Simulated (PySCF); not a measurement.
## Calculated data, BFHO, FH₂OSi

Calculation on a computer-drawn molecule: vertical ionisation energy to the stated ion spin, frozen-core CCSD(T) at the basis limit and cheaper methods, single-reference cases, UHF for radicals, no spin-orbit; all values are single points at the evaluated structure, the first of each entry, which is the reference or a displaced copy of it and isn't optimised; the reference structure only sets the zero of the energies above reference; triples share is (T) over the correlation energy. Program: PySCF 2.14.0.

Common to all runs: diffuse functions no; reference is the Hartree-Fock double-zeta minimum; best is HF at quadruple zeta + MP2 correlation extrapolated from triple and quadruple zeta + CCSD(T) minus MP2 at triple zeta; basis step is the size of the change from the same recipe one zeta lower.

(1) 
```xyz
4
formula=BFHO charge=1 multiplicity=1 ion_multiplicity=2 basis=cc-pVnZ ionisation_energy_best=22.86 ionisation_energy_basis_step=0.03266 energy_above_reference_best=50.86 energy_above_reference_basis_step=0.2904 ionisation_energy_Koopmans_at_triple_zeta=23.9 ionisation_energy_EOM_CCSD_at_triple_zeta=22.75 total_energy_HF_triple_zeta=-199.3557 total_energy_CCSD(T)_triple_zeta=-199.9296 total_energy_best=-200.0266 T1_diagnostic_at_triple_zeta=0.01545 D1_diagnostic_at_triple_zeta=0.04189 ion_T1_diagnostic_at_triple_zeta=0.02116 ion_D1_diagnostic_at_triple_zeta=0.08673 ion_spin_squared_at_triple_zeta=0.7559 triples_share_at_triple_zeta=0.03275 basis_functions_triple_zeta=104
O     -3.0220     0.9714    -0.7462
B     -2.6794     0.6785     0.5245
F     -2.5966     0.2684     1.6441
H     -2.5320     1.2598    -1.2491
```

Units: ionisation_energy_best, ionisation_energy_basis_step, ionisation_energy_Koopmans_at_triple_zeta, ionisation_energy_EOM_CCSD_at_triple_zeta in eV; energy_above_reference_best, energy_above_reference_basis_step in kcal/mol; total_energy_HF_triple_zeta, total_energy_CCSD(T)_triple_zeta, total_energy_best in hartree.

Reference structure:
```xyz
4
BFHO
O     -2.9963     0.9619    -0.5881
B     -2.7413     0.5668     0.5527
F     -2.5755     0.1635     1.7067
H     -2.5032     1.2542    -1.3570
```

Drawn bonds:
```csv
atom,other atom,order
1,2,1
2,3,1
1,4,1
```

Triple zeta:
```csv
method,ionisation energy (eV),energy above reference (kcal/mol)
HF,21.19,49.61
PBE,22.64,53.07
r2SCAN,22.6,51.85
B3LYP,22.79,52.4
wB97X,22.72,51.82
MP2,22.89,51.7
CCSD,22.63,51.14
CCSD(T),22.7,51.2
```

(2) 
```xyz
4
formula=BFHO charge=1 multiplicity=1 ion_multiplicity=2 basis=cc-pVnZ ionisation_energy_best=23.1 ionisation_energy_basis_step=0.04027 energy_above_reference_best=55.51 energy_above_reference_basis_step=0.9524 ionisation_energy_Koopmans_at_triple_zeta=24.19 ionisation_energy_EOM_CCSD_at_triple_zeta=23.01 total_energy_HF_triple_zeta=-199.3426 total_energy_CCSD(T)_triple_zeta=-199.9236 total_energy_best=-200.0192 T1_diagnostic_at_triple_zeta=0.01757 D1_diagnostic_at_triple_zeta=0.04798 ion_T1_diagnostic_at_triple_zeta=0.03067 ion_D1_diagnostic_at_triple_zeta=0.1396 ion_spin_squared_at_triple_zeta=0.756 triples_share_at_triple_zeta=0.03455 basis_functions_triple_zeta=104
O     -3.0220     0.9714    -0.7462
B     -2.6794     0.6785     0.5245
F     -2.5879     0.2255     1.7612
H     -2.5320     1.2598    -1.2491
```

Units: ionisation_energy_best, ionisation_energy_basis_step, ionisation_energy_Koopmans_at_triple_zeta, ionisation_energy_EOM_CCSD_at_triple_zeta in eV; energy_above_reference_best, energy_above_reference_basis_step in kcal/mol; total_energy_HF_triple_zeta, total_energy_CCSD(T)_triple_zeta, total_energy_best in hartree.

Reference structure:
```xyz
4
BFHO
O     -2.9963     0.9619    -0.5881
B     -2.7413     0.5668     0.5527
F     -2.5755     0.1635     1.7067
H     -2.5032     1.2542    -1.3570
```

Drawn bonds:
```csv
atom,other atom,order
1,2,1
2,3,1
1,4,1
```

Triple zeta:
```csv
method,ionisation energy (eV),energy above reference (kcal/mol)
HF,21.5,57.81
PBE,22.65,55.36
r2SCAN,22.69,55.92
B3LYP,22.93,56.56
wB97X,22.95,55.91
MP2,23.16,55.27
CCSD,22.89,55.67
CCSD(T),22.93,54.94
```

(3) 
```xyz
4
formula=BFHO charge=1 multiplicity=1 ion_multiplicity=2 basis=cc-pVnZ ionisation_energy_best=23.16 ionisation_energy_basis_step=0.03849 energy_above_reference_best=-0.05517 energy_above_reference_basis_step=0.06493 ionisation_energy_Koopmans_at_triple_zeta=24.22 ionisation_energy_EOM_CCSD_at_triple_zeta=23.02 total_energy_HF_triple_zeta=-199.4345 total_energy_CCSD(T)_triple_zeta=-200.0114 total_energy_best=-200.1077 T1_diagnostic_at_triple_zeta=0.01438 D1_diagnostic_at_triple_zeta=0.0388 ion_T1_diagnostic_at_triple_zeta=0.02906 ion_D1_diagnostic_at_triple_zeta=0.1402 ion_spin_squared_at_triple_zeta=0.757 triples_share_at_triple_zeta=0.03289 basis_functions_triple_zeta=104
O     -3.0121     0.9543    -0.5917
B     -2.7423     0.5624     0.5573
F     -2.5632     0.1833     1.7128
H     -2.5038     1.2749    -1.3472
```

Units: ionisation_energy_best, ionisation_energy_basis_step, ionisation_energy_Koopmans_at_triple_zeta, ionisation_energy_EOM_CCSD_at_triple_zeta in eV; energy_above_reference_best, energy_above_reference_basis_step in kcal/mol; total_energy_HF_triple_zeta, total_energy_CCSD(T)_triple_zeta, total_energy_best in hartree.

Reference structure:
```xyz
4
BFHO
O     -2.9963     0.9619    -0.5881
B     -2.7413     0.5668     0.5527
F     -2.5755     0.1635     1.7067
H     -2.5032     1.2542    -1.3570
```

Drawn bonds:
```csv
atom,other atom,order
1,2,1
2,3,1
1,4,1
```

Triple zeta:
```csv
method,ionisation energy (eV),energy above reference (kcal/mol)
HF,21.57,0.1305
PBE,22.69,-0.1783
r2SCAN,22.73,-0.07732
B3LYP,22.95,-0.05402
wB97X,22.98,-0.04416
MP2,23.24,-0.1281
CCSD,22.95,-0.07678
CCSD(T),23,-0.1228
```

(4) 
```xyz
4
formula=BFHO charge=1 multiplicity=1 ion_multiplicity=2 basis=cc-pVnZ ionisation_energy_best=23.54 ionisation_energy_basis_step=0.04183 energy_above_reference_best=2.155 energy_above_reference_basis_step=0.377 ionisation_energy_Koopmans_at_triple_zeta=24.61 ionisation_energy_EOM_CCSD_at_triple_zeta=23.39 total_energy_HF_triple_zeta=-199.4326 total_energy_CCSD(T)_triple_zeta=-200.0071 total_energy_best=-200.1042 T1_diagnostic_at_triple_zeta=0.01375 D1_diagnostic_at_triple_zeta=0.03726 ion_T1_diagnostic_at_triple_zeta=0.03555 ion_D1_diagnostic_at_triple_zeta=0.1808 ion_spin_squared_at_triple_zeta=0.7576 triples_share_at_triple_zeta=0.03229 basis_functions_triple_zeta=104
O     -3.0121     0.9543    -0.5917
B     -2.7523     0.5769     0.5148
F     -2.5732     0.1978     1.6703
H     -2.5038     1.2749    -1.3472
```

Units: ionisation_energy_best, ionisation_energy_basis_step, ionisation_energy_Koopmans_at_triple_zeta, ionisation_energy_EOM_CCSD_at_triple_zeta in eV; energy_above_reference_best, energy_above_reference_basis_step in kcal/mol; total_energy_HF_triple_zeta, total_energy_CCSD(T)_triple_zeta, total_energy_best in hartree.

Reference structure:
```xyz
4
BFHO
O     -2.9963     0.9619    -0.5881
B     -2.7413     0.5668     0.5527
F     -2.5755     0.1635     1.7067
H     -2.5032     1.2542    -1.3570
```

Drawn bonds:
```csv
atom,other atom,order
1,2,1
2,3,1
1,4,1
```

Triple zeta:
```csv
method,ionisation energy (eV),energy above reference (kcal/mol)
HF,22.05,1.37
PBE,22.94,2.745
r2SCAN,23.02,2.26
B3LYP,23.25,2.223
wB97X,23.32,2.285
MP2,23.66,2.593
CCSD,23.36,2.312
CCSD(T),23.38,2.532
```

(5) 
```xyz
4
formula=BFHO charge=1 multiplicity=1 ion_multiplicity=2 basis=cc-pVnZ ionisation_energy_best=23.42 ionisation_energy_basis_step=0.04079 energy_above_reference_best=0.9657 energy_above_reference_basis_step=0.2269 ionisation_energy_Koopmans_at_triple_zeta=24.48 ionisation_energy_EOM_CCSD_at_triple_zeta=23.27 total_energy_HF_triple_zeta=-199.4340 total_energy_CCSD(T)_triple_zeta=-200.0093 total_energy_best=-200.1061 T1_diagnostic_at_triple_zeta=0.01395 D1_diagnostic_at_triple_zeta=0.03776 ion_T1_diagnostic_at_triple_zeta=0.03309 ion_D1_diagnostic_at_triple_zeta=0.1657 ion_spin_squared_at_triple_zeta=0.7573 triples_share_at_triple_zeta=0.03248 basis_functions_triple_zeta=104
O     -3.0121     0.9543    -0.5917
B     -2.7490     0.5722     0.5287
F     -2.5699     0.1931     1.6842
H     -2.5038     1.2749    -1.3472
```

Units: ionisation_energy_best, ionisation_energy_basis_step, ionisation_energy_Koopmans_at_triple_zeta, ionisation_energy_EOM_CCSD_at_triple_zeta in eV; energy_above_reference_best, energy_above_reference_basis_step in kcal/mol; total_energy_HF_triple_zeta, total_energy_CCSD(T)_triple_zeta, total_energy_best in hartree.

Reference structure:
```xyz
4
BFHO
O     -2.9963     0.9619    -0.5881
B     -2.7413     0.5668     0.5527
F     -2.5755     0.1635     1.7067
H     -2.5032     1.2542    -1.3570
```

Drawn bonds:
```csv
atom,other atom,order
1,2,1
2,3,1
1,4,1
```

Triple zeta:
```csv
method,ionisation energy (eV),energy above reference (kcal/mol)
HF,21.89,0.4896
PBE,22.86,1.319
r2SCAN,22.93,1.025
B3LYP,23.16,1.011
wB97X,23.21,1.053
MP2,23.52,1.225
CCSD,23.23,1.055
CCSD(T),23.26,1.188
```

(6) 
```xyz
5
formula=FH2OSi charge=0 multiplicity=2 ion_multiplicity=1 basis=cc-pV(n+d)Z ionisation_energy_best=8.835 ionisation_energy_basis_step=0.08332 energy_above_reference_best=0 energy_above_reference_basis_step=0 total_energy_HF_triple_zeta=-464.5597 total_energy_CCSD(T)_triple_zeta=-465.1834 total_energy_best=-465.2939 T1_diagnostic_at_triple_zeta=0.0141 D1_diagnostic_at_triple_zeta=0.05144 spin_squared_at_triple_zeta=0.7542 ion_T1_diagnostic_at_triple_zeta=0.01874 ion_D1_diagnostic_at_triple_zeta=0.06493 triples_share_at_triple_zeta=0.03085 basis_functions_triple_zeta=127 dipole_magnitude_HF_at_triple_zeta=1.514 dipole_magnitude_CCSD_unrelaxed_at_triple_zeta=1.377 dipole_magnitude_PBE_at_triple_zeta=1.331 dipole_magnitude_r2SCAN_at_triple_zeta=1.372 dipole_magnitude_B3LYP_at_triple_zeta=1.38 dipole_magnitude_wB97X_at_triple_zeta=1.349
O      0.1870     0.9390     3.1951
Si     0.7432     0.9651     1.6566
F      1.5494    -0.4036     1.3479
H     -0.4081     0.2603     3.4778
H      1.6952     2.0882     1.5662
```

Units: ionisation_energy_best, ionisation_energy_basis_step in eV; energy_above_reference_best, energy_above_reference_basis_step in kcal/mol; total_energy_HF_triple_zeta, total_energy_CCSD(T)_triple_zeta, total_energy_best in hartree; dipole_magnitude_HF_at_triple_zeta, dipole_magnitude_CCSD_unrelaxed_at_triple_zeta, dipole_magnitude_PBE_at_triple_zeta, dipole_magnitude_r2SCAN_at_triple_zeta, dipole_magnitude_B3LYP_at_triple_zeta, dipole_magnitude_wB97X_at_triple_zeta in debye.

Reference structure:
```xyz
5
FH2OSi
O      0.1870     0.9390     3.1951
Si     0.7432     0.9651     1.6566
F      1.5494    -0.4036     1.3479
H     -0.4081     0.2603     3.4778
H      1.6952     2.0882     1.5662
```

Drawn bonds:
```csv
atom,other atom,order
1,2,1
2,3,1
1,4,1
2,5,1
```

Triple zeta:
```csv
method,ionisation energy (eV),energy above reference (kcal/mol)
HF,8.816,0
PBE,8.591,0
r2SCAN,8.834,0
B3LYP,8.818,0
wB97X,8.788,0
MP2,8.647,0
CCSD,8.764,0
CCSD(T),8.698,0
```

(7) 
```xyz
5
formula=FH2OSi charge=0 multiplicity=2 ion_multiplicity=1 basis=cc-pV(n+d)Z ionisation_energy_best=8.819 ionisation_energy_basis_step=0.08356 energy_above_reference_best=-0.01297 energy_above_reference_basis_step=0.1002 total_energy_HF_triple_zeta=-464.5587 total_energy_CCSD(T)_triple_zeta=-465.1835 total_energy_best=-465.2939 T1_diagnostic_at_triple_zeta=0.01421 D1_diagnostic_at_triple_zeta=0.05198 spin_squared_at_triple_zeta=0.7543 ion_T1_diagnostic_at_triple_zeta=0.01897 ion_D1_diagnostic_at_triple_zeta=0.06605 triples_share_at_triple_zeta=0.03105 basis_functions_triple_zeta=127 dipole_magnitude_HF_at_triple_zeta=1.368 dipole_magnitude_CCSD_unrelaxed_at_triple_zeta=1.244 dipole_magnitude_PBE_at_triple_zeta=1.209 dipole_magnitude_r2SCAN_at_triple_zeta=1.246 dipole_magnitude_B3LYP_at_triple_zeta=1.248 dipole_magnitude_wB97X_at_triple_zeta=1.214
O      0.1740     0.9550     3.2021
Si     0.7561     0.9508     1.6525
F      1.5605    -0.4049     1.3556
H     -0.4097     0.2380     3.4806
H      1.6837     2.0991     1.5893
```

Units: ionisation_energy_best, ionisation_energy_basis_step in eV; energy_above_reference_best, energy_above_reference_basis_step in kcal/mol; total_energy_HF_triple_zeta, total_energy_CCSD(T)_triple_zeta, total_energy_best in hartree; dipole_magnitude_HF_at_triple_zeta, dipole_magnitude_CCSD_unrelaxed_at_triple_zeta, dipole_magnitude_PBE_at_triple_zeta, dipole_magnitude_r2SCAN_at_triple_zeta, dipole_magnitude_B3LYP_at_triple_zeta, dipole_magnitude_wB97X_at_triple_zeta in debye.

Reference structure:
```xyz
5
FH2OSi
O      0.1870     0.9390     3.1951
Si     0.7432     0.9651     1.6566
F      1.5494    -0.4036     1.3479
H     -0.4081     0.2603     3.4778
H      1.6952     2.0882     1.5662
```

Drawn bonds:
```csv
atom,other atom,order
1,2,1
2,3,1
1,4,1
2,5,1
```

Triple zeta:
```csv
method,ionisation energy (eV),energy above reference (kcal/mol)
HF,8.802,0.5954
PBE,8.577,-0.3453
r2SCAN,8.819,-0.07632
B3LYP,8.804,-0.06286
wB97X,8.775,0.06379
MP2,8.629,-0.1021
CCSD,8.748,-0.003866
CCSD(T),8.682,-0.1035
```

(8) 
```xyz
5
formula=FH2OSi charge=0 multiplicity=2 ion_multiplicity=1 basis=cc-pV(n+d)Z ionisation_energy_best=8.927 ionisation_energy_basis_step=0.08469 energy_above_reference_best=0.1185 energy_above_reference_basis_step=0.1183 total_energy_HF_triple_zeta=-464.5587 total_energy_CCSD(T)_triple_zeta=-465.1833 total_energy_best=-465.2937 T1_diagnostic_at_triple_zeta=0.01433 D1_diagnostic_at_triple_zeta=0.05279 spin_squared_at_triple_zeta=0.7545 ion_T1_diagnostic_at_triple_zeta=0.01926 ion_D1_diagnostic_at_triple_zeta=0.06726 triples_share_at_triple_zeta=0.03105 basis_functions_triple_zeta=127 dipole_magnitude_HF_at_triple_zeta=1.476 dipole_magnitude_CCSD_unrelaxed_at_triple_zeta=1.321 dipole_magnitude_PBE_at_triple_zeta=1.26 dipole_magnitude_r2SCAN_at_triple_zeta=1.306 dipole_magnitude_B3LYP_at_triple_zeta=1.319 dipole_magnitude_wB97X_at_triple_zeta=1.285
O      0.1784     0.9480     3.2053
Si     0.7407     0.9702     1.6436
F      1.5402    -0.3998     1.3363
H     -0.4153     0.2592     3.4722
H      1.7137     2.0922     1.5862
```

Units: ionisation_energy_best, ionisation_energy_basis_step in eV; energy_above_reference_best, energy_above_reference_basis_step in kcal/mol; total_energy_HF_triple_zeta, total_energy_CCSD(T)_triple_zeta, total_energy_best in hartree; dipole_magnitude_HF_at_triple_zeta, dipole_magnitude_CCSD_unrelaxed_at_triple_zeta, dipole_magnitude_PBE_at_triple_zeta, dipole_magnitude_r2SCAN_at_triple_zeta, dipole_magnitude_B3LYP_at_triple_zeta, dipole_magnitude_wB97X_at_triple_zeta in debye.

Reference structure:
```xyz
5
FH2OSi
O      0.1870     0.9390     3.1951
Si     0.7432     0.9651     1.6566
F      1.5494    -0.4036     1.3479
H     -0.4081     0.2603     3.4778
H      1.6952     2.0882     1.5662
```

Drawn bonds:
```csv
atom,other atom,order
1,2,1
2,3,1
1,4,1
2,5,1
```

Triple zeta:
```csv
method,ionisation energy (eV),energy above reference (kcal/mol)
HF,8.927,0.63
PBE,8.676,-0.2855
r2SCAN,8.923,0.04909
B3LYP,8.91,0.009529
wB97X,8.887,0.117
MP2,8.74,0.1011
CCSD,8.859,0.1695
CCSD(T),8.79,0.07203
```
